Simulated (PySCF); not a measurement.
## Fractional electron number in Ga⁺ (gallium, charge +1)

The 4s beta orbital of [Ar] 3d10 4s2 is emptied in steps (occupation f), with all orbitals relaxed, ending at [Ar] 3d10 4s1. All numbers are calculated (PySCF 2.14, the spin-free X2C one-electron Hamiltonian (Gaussian nucleus), in aug-cc-pVTZ-DK). The exact energy is a straight line in f; departures are measured from the line between the end points of the same method.

| f | UHF (eV) | LDA (eV) | PBE (eV) | PBE0 (eV) | r2SCAN (eV) | LC-wPBE (eV) | BHandHLYP (eV) | wB97X (eV) | B3LYP (eV) | CAM-B3LYP (eV) |
| --- | --- | --- | --- | --- | --- | --- | --- | --- | --- | --- |
| 1 | 0.000 | 0.000 | 0.000 | 0.000 | 0.000 | 0.000 | 0.000 | 0.000 | 0.000 | 0.000 |
| 0.9 | 0.023 | -0.404 | -0.400 | -0.291 | -0.349 | -0.037 | -0.202 | -0.092 | -0.326 | -0.185 |
| 0.7 | 0.053 | -0.943 | -0.936 | -0.679 | -0.804 | -0.086 | -0.476 | -0.212 | -0.764 | -0.434 |
| 0.5 | 0.061 | -1.121 | -1.118 | -0.810 | -0.945 | -0.104 | -0.573 | -0.242 | -0.913 | -0.522 |
| 0.3 | 0.050 | -0.939 | -0.942 | -0.681 | -0.787 | -0.094 | -0.488 | -0.184 | -0.772 | -0.445 |
| 0.1 | 0.021 | -0.401 | -0.404 | -0.291 | -0.335 | -0.044 | -0.214 | -0.056 | -0.333 | -0.195 |
| 0 | 0.000 | 0.000 | 0.000 | 0.000 | 0.000 | 0.000 | 0.000 | 0.000 | 0.000 | 0.000 |

```
   method  E(f=0) − E(f=1) (eV)  −ε at f=1 (eV)  −ε at f=0.5 (eV)
      UHF                18.771          19.037            18.762
      LDA                21.160          16.674            21.170
      PBE                20.788          16.352            20.769
     PBE0                20.460          17.234            20.454
   r2SCAN                20.522          16.628            20.574
  LC-wPBE                20.385          19.967            20.361
BHandHLYP                20.370          18.134            20.334
    wB97X                20.779          19.749            20.855
    B3LYP                20.860          17.245            20.836
CAM-B3LYP                20.805          18.760            20.775
```

Orbital energy along the path (eV):

```tsv
f	UHF	LDA	PBE	PBE0	r2SCAN	LC-wPBE	BHandHLYP	wB97X	B3LYP	CAM-B3LYP
1	-19.037	-16.674	-16.352	-17.234	-16.628	-19.967	-18.134	-19.749	-17.245	-18.760
0.9	-18.976	-17.568	-17.227	-17.875	-17.441	-20.060	-18.567	-19.962	-17.956	-19.156
0.7	-18.863	-19.367	-18.989	-19.161	-19.043	-20.225	-19.441	-20.405	-19.389	-19.958
0.5	-18.762	-21.170	-20.769	-20.454	-20.574	-20.361	-20.334	-20.855	-20.836	-20.775
0.3	-18.669	-22.964	-22.571	-21.757	-22.046	-20.518	-21.256	-21.267	-22.304	-21.615
0.1	-18.584	-24.734	-24.389	-23.063	-23.520	-20.764	-22.244	-21.512	-23.809	-22.510
0	-18.545	-25.606	-25.239	-23.649	-24.213	-20.891	-22.780	-20.900	-24.580	-23.003
```

As f goes to zero the orbital energy of a semilocal functional can turn back, because the density of that orbital vanishes from the exchange-correlation potential.

Reference removal energy between the ground levels: 20.515 eV (measured; NIST Atomic Spectra Database, ionization energies). UHF lacks correlation.
